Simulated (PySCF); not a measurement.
**Working out the ionisation energy of Os**

Os [Xe] 4f14 5d6 6s2 (5D) → Os⁺ [Xe] 4f14 5d6 6s1 (6D). Calculation: PySCF 2.14, in aug-cc-pVQZ-PP with ECP60MDF; a scalar-relativistic core potential. Frozen: 5s2 5p6. Energies in hartree (1 hartree = 27.21139 eV):

| part | Os (lower) | Os⁺ (upper) |
| --- | --- | --- |
| UHF | -90.071502 | -89.831996 |
| MP2 opposite-spin | -0.114917 | -0.058921 |
| MP2 same-spin | -0.085153 | -0.081727 |

Q: What does Hartree-Fock give?

A: (-89.831996) − (-90.071502) = 0.239506 hartree = 6.517 eV.

Q: What do MP2 and SCS-MP2 (6/5 opposite-spin, 1/3 same-spin) give?

A: The opposite-spin parts differ by 1.524 eV and the same-spin parts by 0.093 eV. MP2: 6.517 + (1.524) + (0.093) = 8.134 eV. SCS-MP2: 6.517 + 1.2 × (1.524) + (0.093)/3 = 8.377 eV.

Measured between the centres of the two terms (NIST): 8.473 eV, so MP2 (valence) is off by -0.339 eV.

What remains against the reference includes basis incompleteness, the frozen core and correlation beyond second order.
